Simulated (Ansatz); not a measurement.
`C[BH][GeH2][F]` + `CNNC` → `C[NH][GeH2][F]` + `CBNC`  (formal exchange of groups at a Ge–B bond)

Computed with Ansatz on PBE0-D4/def2-TZVP structures; ΔE is electronic, products minus reactants. CBS: MP2 limit from def2 TZ/QZ plus the TZ coupled-cluster correction, frozen cores. DFT in def2-TZVPP. B3LYP here is the variant with VWN-RPA as its local correlation; programs differ in this. For Ge outer-core shells are correlated without core-valence functions, which leaves a few kJ/mol of doubt a bond. Scalar relativity is left out up to krypton. One conformer a species, not always the lowest.

```json
{"level": "PBE-D4", "ΔE (kJ/mol)": "-311.4", "difference from CCSD(T)/CBS": "19.1"}
{"level": "r2SCAN-D4", "ΔE (kJ/mol)": "-323.4", "difference from CCSD(T)/CBS": "7.1"}
{"level": "B3LYP-D4", "ΔE (kJ/mol)": "-323.6", "difference from CCSD(T)/CBS": "6.9"}
{"level": "ωB97M-V", "ΔE (kJ/mol)": "-326.5", "difference from CCSD(T)/CBS": "4.0"}
{"level": "B2PLYP", "ΔE (kJ/mol)": "-333.2", "difference from CCSD(T)/CBS": "-2.7"}
{"level": "PBE", "ΔE (kJ/mol)": "-311.7", "difference from CCSD(T)/CBS": "18.8"}
{"level": "PBE0", "ΔE (kJ/mol)": "-317.0", "difference from CCSD(T)/CBS": "13.5"}
{"level": "B3LYP", "ΔE (kJ/mol)": "-324.1", "difference from CCSD(T)/CBS": "6.4"}
{"level": "HF/def2-TZVPP", "ΔE (kJ/mol)": "-332.2", "difference from CCSD(T)/CBS": "-1.7"}
{"level": "SCS-MP2/def2-TZVPP", "ΔE (kJ/mol)": "-340.5", "difference from CCSD(T)/CBS": "-10.0"}
{"level": "CCSD/def2-TZVPP", "ΔE (kJ/mol)": "-331.1", "difference from CCSD(T)/CBS": "-0.6"}
{"level": "CCSD(T)/def2-TZVPP", "ΔE (kJ/mol)": "-331.7", "difference from CCSD(T)/CBS": "-1.2"}
{"level": "HF/def2-QZVPP", "ΔE (kJ/mol)": "-333.4", "difference from CCSD(T)/CBS": "-2.9"}
{"level": "HF/CBS(def2)", "ΔE (kJ/mol)": "-333.6", "difference from CCSD(T)/CBS": "-3.1"}
{"level": "MP2/CBS(def2)", "ΔE (kJ/mol)": "-344.3", "difference from CCSD(T)/CBS": "-13.8"}
{"level": "CCSD/CBS(def2)", "ΔE (kJ/mol)": "-329.9", "difference from CCSD(T)/CBS": "0.6"}
{"level": "CCSD(T)/CBS", "ΔE (kJ/mol)": "-330.5", "difference from CCSD(T)/CBS": "0"}
```

Largest T1 diagnostic among the species: 0.012.

From PBE to PBE0 (25 % exact exchange), in def2-TZVPP and without D4, ΔE moves by −5.2 kJ/mol.
